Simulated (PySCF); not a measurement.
AlCl (SMILES [Al][Cl]), singlet, at a GFN2-xTB geometry (such geometries of metal compounds can be far from the true shape); PySCF with PBE/STO-3G.

Input for PySCF:
```python
from pyscf import gto, scf, dft

mol = gto.M(
    atom='''
Al   -0.000000   -0.000000   -1.154140
Cl    0.000000    0.000000    0.882577
''',
    basis='sto-3g',
    charge=0,
    spin=0,
    verbose=4,
)

mf = dft.RKS(mol)
mf.xc = 'pbe'
mf.diis = False
mf.max_cycle = 100
mf.kernel()
mf.analyze()
```

Output, abridged:

```
PySCF version 2.14.0

[INPUT] verbose = 4
[INPUT] num. atoms = 2
[INPUT] num. electrons = 30
[INPUT] charge = 0
[INPUT] spin (= nelec alpha-beta = 2S) = 0
[INPUT] symmetry False subgroup None
[INPUT] Mole.unit = angstrom
[INPUT] Symbol           X                Y                Z      unit          X                Y                Z       unit  Magmom
[...]
nuclear repulsion = 57.4199378771425
number of shells = 10
number of NR pGTOs = 54
number of NR cGTOs = 18
basis = sto-3g
ecp = {}

******** <class 'pyscf.dft.rks.RKS'> ********
method = RKS
initial guess = minao
damping factor = 0
level_shift factor = 0
DIIS disabled
SCF conv_tol = 1e-09
SCF conv_tol_grad = None
SCF max_cycles = 100
direct_scf = True
direct_scf_tol = 1e-13
XC library pyscf.dft.libxc version 7.1.2
    S. Lehtola, C. Steigemann, M. J. T. Oliveira, and M. A. L. Marques,  SoftwareX 7, 1–5 (2018)
XC functionals = pbe
    J. P. Perdew, K. Burke, and M. Ernzerhof,  Phys. Rev. Lett. 77, 3865 (1996)
    J. P. Perdew, K. Burke, and M. Ernzerhof,  Phys. Rev. Lett. 78, 1396 (1997)
    J. P. Perdew, K. Burke, and M. Ernzerhof,  Phys. Rev. Lett. 77, 3865 (1996)
    J. P. Perdew, K. Burke, and M. Ernzerhof,  Phys. Rev. Lett. 78, 1396 (1997)
radial grids:
    Treutler-Ahlrichs [JCP 102, 346 (1995); DOI:10.1063/1.469408] (M4) radial grids

becke partition: Becke, JCP 88, 2547 (1988); DOI:10.1063/1.454033
pruning grids: <function nwchem_prune>
grids dens level: 3
symmetrized grids: False
atomic radii adjust function: <function treutler_atomic_radii_adjust>
small_rho_cutoff = 0
Set gradient conv threshold to 3.16228e-05
Initial guess from minao.
tot grids = 38064
init E= -693.979395010669
[...]
cycle= 1 E= -694.338415513269  delta_E= -0.359  |g|= 0.241  |ddm|= 1.65
[...]
cycle= 2 E= -694.302139649109  delta_E= 0.0363  |g|= 0.395  |ddm|= 1.39
[...]
cycle= 3 E= -694.325561661675  delta_E= -0.0234  |g|= 0.271  |ddm|= 1.57
[...]
cycle= 4 E= -694.251436415877  delta_E= 0.0741  |g|= 0.526  |ddm|= 1.81
[...]
cycle= 5 E= -694.299903924816  delta_E= -0.0485  |g|= 0.33  |ddm|= 2.03
[...]
cycle= 6 E= -694.144298555693  delta_E= 0.156  |g|= 0.75  |ddm|= 2.32
[...]
cycle= 7 E= -694.258004067152  delta_E= -0.114  |g|= 0.407  |ddm|=  2.6
[...]
cycle= 8 E= -693.901215885442  delta_E= 0.357  |g|= 1.13  |ddm|= 3.01
[...]
cycle= 9 E= -694.186054789755  delta_E= -0.285  |g|= 0.513  |ddm|= 3.39
[...]
cycle= 10 E= -693.322819040969  delta_E= 0.863  |g|= 1.76  |ddm|= 3.95
[...]
cycle= 11 E= -694.062775741752  delta_E= -0.74  |g|= 0.66  |ddm|= 4.42
[...]
cycle= 12 E= -692.218651931997  delta_E= 1.84  |g|= 2.46  |ddm|= 5.03
[...]
cycle= 13 E= -693.89631394365  delta_E= -1.68  |g|= 0.837  |ddm|= 5.47
[...]
cycle= 14 E= -691.12027956585  delta_E= 2.78  |g|= 2.76  |ddm|= 5.88
[...]
cycle= 15 E= -693.771233277548  delta_E= -2.65  |g|= 0.976  |ddm|= 6.12
[...]
cycle= 16 E= -690.589098001081  delta_E= 3.18  |g|=  2.8  |ddm|= 6.28
[...]
cycle= 17 E= -693.718836435586  delta_E= -3.13  |g|= 1.04  |ddm|= 6.36
[...]
cycle= 18 E= -690.415501582227  delta_E=  3.3  |g|= 2.79  |ddm|= 6.41
[...]
cycle= 19 E= -693.70251262299  delta_E= -3.29  |g|= 1.06  |ddm|= 6.43
[...]
cycle= 20 E= -690.365826885607  delta_E= 3.34  |g|= 2.79  |ddm|= 6.44
[...]
cycle= 21 E= -693.697905481205  delta_E= -3.33  |g|= 1.07  |ddm|= 6.45
[...]
cycle= 22 E= -690.352138373998  delta_E= 3.35  |g|= 2.79  |ddm|= 6.45
[...]
cycle= 23 E= -693.696640827593  delta_E= -3.34  |g|= 1.07  |ddm|= 6.46
[...]
cycle= 24 E= -690.34840486835  delta_E= 3.35  |g|= 2.79  |ddm|= 6.46
[...]
cycle= 25 E= -693.69629626691  delta_E= -3.35  |g|= 1.07  |ddm|= 6.46
[...]
cycle= 26 E= -690.347389389771  delta_E= 3.35  |g|= 2.79  |ddm|= 6.46
[...]
cycle= 27 E= -693.696202577324  delta_E= -3.35  |g|= 1.07  |ddm|= 6.46
[...]
cycle= 28 E= -690.347113396663  delta_E= 3.35  |g|= 2.79  |ddm|= 6.46
[...]
cycle= 29 E= -693.696177115842  delta_E= -3.35  |g|= 1.07  |ddm|= 6.46
[...]
cycle= 30 E= -690.347038400809  delta_E= 3.35  |g|= 2.79  |ddm|= 6.46
[...]
[...]
[...]
cycle= 59 E= -693.696167616123  delta_E= -3.35  |g|= 1.07  |ddm|= 6.46
[...]
cycle= 60 E= -690.347010420738  delta_E= 3.35  |g|= 2.79  |ddm|= 6.46
[...]
cycle= 61 E= -693.696167616123  delta_E= -3.35  |g|= 1.07  |ddm|= 6.46
[...]
cycle= 62 E= -690.347010420738  delta_E= 3.35  |g|= 2.79  |ddm|= 6.46
[...]
cycle= 63 E= -693.696167616123  delta_E= -3.35  |g|= 1.07  |ddm|= 6.46
[...]
cycle= 64 E= -690.347010420738  delta_E= 3.35  |g|= 2.79  |ddm|= 6.46
[...]
cycle= 65 E= -693.696167616123  delta_E= -3.35  |g|= 1.07  |ddm|= 6.46
[...]
cycle= 66 E= -690.347010420738  delta_E= 3.35  |g|= 2.79  |ddm|= 6.46
[...]
cycle= 67 E= -693.696167616123  delta_E= -3.35  |g|= 1.07  |ddm|= 6.46
[...]
cycle= 68 E= -690.347010420738  delta_E= 3.35  |g|= 2.79  |ddm|= 6.46
[...]
cycle= 69 E= -693.696167616123  delta_E= -3.35  |g|= 1.07  |ddm|= 6.46
[...]
cycle= 70 E= -690.347010420738  delta_E= 3.35  |g|= 2.79  |ddm|= 6.46
[...]
cycle= 71 E= -693.696167616123  delta_E= -3.35  |g|= 1.07  |ddm|= 6.46
[...]
cycle= 72 E= -690.347010420738  delta_E= 3.35  |g|= 2.79  |ddm|= 6.46
[...]
cycle= 73 E= -693.696167616123  delta_E= -3.35  |g|= 1.07  |ddm|= 6.46
[...]
cycle= 74 E= -690.347010420738  delta_E= 3.35  |g|= 2.79  |ddm|= 6.46
[...]
cycle= 75 E= -693.696167616123  delta_E= -3.35  |g|= 1.07  |ddm|= 6.46
[...]
cycle= 76 E= -690.347010420738  delta_E= 3.35  |g|= 2.79  |ddm|= 6.46
[...]
cycle= 77 E= -693.696167616123  delta_E= -3.35  |g|= 1.07  |ddm|= 6.46
[...]
cycle= 78 E= -690.347010420738  delta_E= 3.35  |g|= 2.79  |ddm|= 6.46
[...]
cycle= 79 E= -693.696167616123  delta_E= -3.35  |g|= 1.07  |ddm|= 6.46
[...]
cycle= 80 E= -690.347010420738  delta_E= 3.35  |g|= 2.79  |ddm|= 6.46
[...]
cycle= 81 E= -693.696167616123  delta_E= -3.35  |g|= 1.07  |ddm|= 6.46
[...]
cycle= 82 E= -690.347010420738  delta_E= 3.35  |g|= 2.79  |ddm|= 6.46
[...]
cycle= 83 E= -693.696167616123  delta_E= -3.35  |g|= 1.07  |ddm|= 6.46
[...]
cycle= 84 E= -690.347010420738  delta_E= 3.35  |g|= 2.79  |ddm|= 6.46
[...]
cycle= 85 E= -693.696167616123  delta_E= -3.35  |g|= 1.07  |ddm|= 6.46
[...]
cycle= 86 E= -690.347010420738  delta_E= 3.35  |g|= 2.79  |ddm|= 6.46
[...]
cycle= 87 E= -693.696167616123  delta_E= -3.35  |g|= 1.07  |ddm|= 6.46
[...]
cycle= 88 E= -690.347010420738  delta_E= 3.35  |g|= 2.79  |ddm|= 6.46
[...]
cycle= 89 E= -693.696167616123  delta_E= -3.35  |g|= 1.07  |ddm|= 6.46
[...]
cycle= 90 E= -690.347010420738  delta_E= 3.35  |g|= 2.79  |ddm|= 6.46
[...]
cycle= 91 E= -693.696167616123  delta_E= -3.35  |g|= 1.07  |ddm|= 6.46
[...]
cycle= 92 E= -690.347010420738  delta_E= 3.35  |g|= 2.79  |ddm|= 6.46
[...]
cycle= 93 E= -693.696167616123  delta_E= -3.35  |g|= 1.07  |ddm|= 6.46
[...]
cycle= 94 E= -690.347010420738  delta_E= 3.35  |g|= 2.79  |ddm|= 6.46
[...]
cycle= 95 E= -693.696167616123  delta_E= -3.35  |g|= 1.07  |ddm|= 6.46
[...]
cycle= 96 E= -690.347010420738  delta_E= 3.35  |g|= 2.79  |ddm|= 6.46
[...]
cycle= 97 E= -693.696167616123  delta_E= -3.35  |g|= 1.07  |ddm|= 6.46
[...]
cycle= 98 E= -690.347010420737  delta_E= 3.35  |g|= 2.79  |ddm|= 6.46
[...]
cycle= 99 E= -693.696167616123  delta_E= -3.35  |g|= 1.07  |ddm|= 6.46
[...]
cycle= 100 E= -690.347010420738  delta_E= 3.35  |g|= 2.79  |ddm|= 6.46
SCF not converged.
SCF energy = -690.347010420738
**** SCF Summaries ****
Total Energy =                        -690.347010420738002
Nuclear Repulsion Energy =              57.419937877142488
One-electron Energy =                -1070.025838060931619
Two-electron Energy =                  322.258889763051116
Two-electron Coulomb Energy =          368.589708465990327
DFT Exchange-Correlation Energy =      -46.330818702939233
HOMO-LUMO gap [eV] =                     3.910561437876776
**** MO energy ****
[...]
 ** Mulliken pop on meta-lowdin orthogonal AOs  **
 ** Mulliken pop  **
[...]
 ** Mulliken atomic charges  **
charge of    0Al =     -3.36922
charge of    1Cl =      3.36922
Dipole moment(X, Y, Z, Debye): -0.00000, -0.00000, 34.24185
```

The run did not converge; its last values are not results.
